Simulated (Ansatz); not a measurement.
Geometry optimisation of the cluster Cu₂Pd.

```yaml
crystal:
  periodic: [false, false, false]
  atoms:
    - {symbol: Pd, position_ang: [0.941900, -0.064270, -0.602120]}
    - {symbol: Cu, position_ang: [-0.438490, -1.753130, 0.542830]}
    - {symbol: Cu, position_ang: [-0.503410, 1.817400, 0.059280]}
basis:
  gaussian: {orbitals: def2-TZVP}
hamiltonian: {xc: pbe0, dispersion: d4}
scf: {lower_state_search: "off"}
output: {orbitals: {seedname: orbitals}}
relax: {f_tol: 0.02, max_steps: 100}
```

```sh
$ ansatz run in.yaml --threads 4 --pin off --events-out ev --progress --plain --max-ram 3916MiB
```

Output, abridged:

```
Functional definition: PBE0
mean field -92748.72661316 eV, -3408.4528356888 hartree, gradient 5.0e-6 eV, S^2 0.000000; 0 other end points of the search recorded, 0 dependent functions left out
relax step   1: F+E_penalty+E_count = -92748.80649000 eV  Δ(F+E_penalty+E_count) = +0.000e0 eV  max|allowed force component| = 7.614e-1 eV/Å  Δτ_max = 0.0000 Å  (21 SCF iters, accepted)
mean field -92748.97578089 eV, -3408.4619924341 hartree, gradient 1.9e-6 eV, S^2 0.000000; 0 other end points of the search recorded, 0 dependent functions left out
relax step   2: F+E_penalty+E_count = -92749.05750284 eV  Δ(F+E_penalty+E_count) = -2.510e-1 eV  max|allowed force component| = 5.889e-1 eV/Å  Δτ_max = 0.1979 Å  (30 SCF iters, accepted)
mean field -92749.22867637 eV, -3408.4712861715 hartree, gradient 1.9e-6 eV, S^2 0.000000; 0 other end points of the search recorded, 0 dependent functions left out
relax step   3: F+E_penalty+E_count = -92749.31116596 eV  Δ(F+E_penalty+E_count) = -2.537e-1 eV  max|allowed force component| = 5.507e-1 eV/Å  Δτ_max = 0.1949 Å  (30 SCF iters, accepted)
mean field -92749.44496012 eV, -3408.4792344524 hartree, gradient 2.0e-6 eV, S^2 0.000000; 0 other end points of the search recorded, 0 dependent functions left out
relax step   4: F+E_penalty+E_count = -92749.52786647 eV  Δ(F+E_penalty+E_count) = -2.167e-1 eV  max|allowed force component| = 2.587e-1 eV/Å  Δτ_max = 0.1941 Å  (30 SCF iters, accepted)
mean field -92749.45159691 eV, -3408.4794783500 hartree, gradient 2.8e-6 eV, S^2 0.000000; 0 other end points of the search recorded, 0 dependent functions left out
relax step   5: F+E_penalty+E_count = -92749.53452888 eV  Δ(F+E_penalty+E_count) = -6.662e-3 eV  max|allowed force component| = 1.622e-1 eV/Å  Δτ_max = 0.0158 Å  (31 SCF iters, accepted)
mean field -92749.45520444 eV, -3408.4796109246 hartree, gradient 2.9e-6 eV, S^2 0.000000; 0 other end points of the search recorded, 0 dependent functions left out
relax step   6: F+E_penalty+E_count = -92749.53817294 eV  Δ(F+E_penalty+E_count) = -3.644e-3 eV  max|allowed force component| = 2.463e-2 eV/Å  Δτ_max = 0.0253 Å  (30 SCF iters, accepted)
mean field -92749.45528277 eV, -3408.4796138029 hartree, gradient 2.9e-6 eV, S^2 0.000000; 0 other end points of the search recorded, 0 dependent functions left out
relax step   7: F+E_penalty+E_count = -92749.53824622 eV  Δ(F+E_penalty+E_count) = -7.329e-5 eV  max|allowed force component| = 4.611e-3 eV/Å  Δτ_max = 0.0035 Å  (30 SCF iters, accepted)
Total energy: -92749.53828031 eV, -3408.4826639063 hartree
Atom 0 at     1.192181    -0.081495    -0.762092 Å, force    -0.001747     0.000125     0.001116 eV/Å
Atom 1 at    -0.574515    -1.144381     0.541523 Å, force     0.000787     0.004486    -0.001171 eV/Å
Atom 2 at    -0.617666     1.225875     0.220559 Å, force     0.000960    -0.004611     0.000055 eV/Å
Dipole moment:    -0.164887     0.011271     0.105402 e Å
Checks for a lower state left out: stability, starts, cluster_reference, orbital_swaps, neighbouring_geometries, increment
```

Hardware: 4 threads of Intel Xeon on a shared host. Wall time 14 s.

In the def2 sets Pd takes a core potential; there is no spin–orbit coupling. The relaxation made no stability test and no search for a lower SCF solution. No other spin state of charge 0 was run. The structure comes from a short search, and lower isomers may exist.
